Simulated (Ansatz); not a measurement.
Total energies of BCl2I (BICl2) from Ansatz at r2SCAN-D4/def2-TZVP, gas phase (1 Eh = 27.2114 eV = 2625.5 kJ/mol). The reference geometry is relaxed at PBE0-D4/def2-SVP.

Cartesian coordinates in Å:
```
B -0.023 -0.091 0.011
Cl 0.704 -1.035 1.278
Cl -1.186 -0.826 -1.055
I 0.505 1.953 -0.234
```

```
                 state   geometry  energy (Eh)
      charge 0 singlet  reference  -1243.14355
      charge 1 doublet  reference  -1242.77856
 free B atom (doublet)          –    -24.63675
free Cl atom (doublet)          –   -460.11688
 free I atom (doublet)          –   -297.79508
```

In the def2 sets I takes a core potential; there is no spin–orbit coupling.

Question: Work out the vertical ionisation energy to the doublet.

Answer: E(charge 1 doublet) − E(charge 0 singlet) = -1242.77856 − (-1243.14355) = 0.36499 Eh = 9.93 eV. For comparison, −ε of the highest occupied level is 7.02 eV at this level, 2.91 eV less.

Question: What is the binding energy per atom against free atoms?

Answer: Atoms: 1 × (-24.63675) + 2 × (-460.11688) + 1 × (-297.79508) = -1242.66559 Eh. Binding: -1242.66559 − (-1243.14355) = 0.47796 Eh = 13.01 eV, or 3.25 eV for each of 4 atoms (no zero-point energy, no counterpoise term).
